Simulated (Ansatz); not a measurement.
One change: `BC(=C)[O][InH2]` becomes `BC(=C)[SiH2]C`.

Ansatz, PBE0-D4/def2-TZVP geometries, multiplicity 1. Each molecule was computed in one conformer, which needn't be the lowest.

Elements past krypton have def2 core potentials.

```
                                                                                  property  `BC(=C)[O][InH2]`
ideal-gas entropy at 298 K and 1 bar (rigid rotor, harmonic PBE0-D4/def2-TZVP) / J/(mol·K)                372
                                                     LUMO energy (ωB97M-V/def2-TZVPP) / eV              -0.36
                                                     HOMO energy (ωB97M-V/def2-TZVPP) / eV              -8.88
                                                       LUMO energy (B3LYP/def2-TZVPP) / eV              -2.12
                                                       HOMO energy (B3LYP/def2-TZVPP) / eV              -6.53
                                                       HOMO–LUMO gap (PBE/def2-TZVPP) / eV               3.00
```

Question: What does the change do to each property? (An estimate is asked.)

Answer: The calculation gave: 
| property | `BC(=C)[SiH2]C` | shift |
| --- | --- | --- |
| ideal-gas entropy at 298 K and 1 bar (rigid rotor, harmonic PBE0-D4/def2-TZVP) / J/(mol·K) | 359 | -13 |
| LUMO energy (ωB97M-V/def2-TZVPP) / eV | -0.17 | 0.19 |
| HOMO energy (ωB97M-V/def2-TZVPP) / eV | -10.45 | -1.57 |
| LUMO energy (B3LYP/def2-TZVPP) / eV | -2.39 | -0.27 |
| HOMO energy (B3LYP/def2-TZVPP) / eV | -8.05 | -1.52 |
| HOMO–LUMO gap (PBE/def2-TZVPP) / eV | 3.78 | 0.78 |

With PBE0 the HOMO falls by 1.52 eV and the LUMO falls by 0.35 eV, so the gap widens by about 1.17 eV. PBE moves the HOMO by -1.25 eV and ωB97M-V by -1.57 eV. The zero-point energy changes by 100.6 kJ/mol with +9 modes. Modes under 60 cm⁻¹, often nearly free rotors, make the harmonic entropy too high.

B3LYP here is the variant with VWN-RPA as its local correlation; programs differ in this.
